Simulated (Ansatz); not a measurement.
AlO3H3. Charge 0, multiplicity 1. Geometry PBE0-D4/def2-TZVP, basis def2-TZVP, Ansatz.

```xyz
7

Al    0.378   -0.420    0.049
O    -0.359    1.365    0.241
O    -0.720   -1.691   -0.131
O     0.317    0.990   -1.030
H    -1.493   -1.656   -0.691
H     0.235    2.035    0.607
H     1.641   -0.623    0.955
```

| run | HOMO (eV) | LUMO (eV) |
| --- | --- | --- |
| A | -6.70 | -2.28 |
| B | -11.03 | 1.02 |
| C | -7.10 | -1.91 |
| D | -8.53 | -0.89 |
| E | -7.79 | -1.38 |

The structure holds 1 bond(s) between oxygen atoms. Another isomer (singlet) lies 4.68 eV lower at PBE0-D4/def2-TZVP; other spin states weren't run for this one.

**Question.** The runs used PBE, PBE0, r2SCAN, r2SCANh, ωB97M-V. Estimate which is which.

**Answer.** A PBE (0 % exact exchange); B ωB97M-V (range-separated); C r2SCAN (0 % exact exchange); D PBE0 (25 % exact exchange); E r2SCANh (10 % exact exchange). Exact exchange lowers occupied and raises empty levels; among semilocal functionals meta-GGAs tend to open the gap a little, and such runs are hard to tell apart. The gap grows from 4.42 eV (PBE) to 12.06 eV (ωB97M-V).
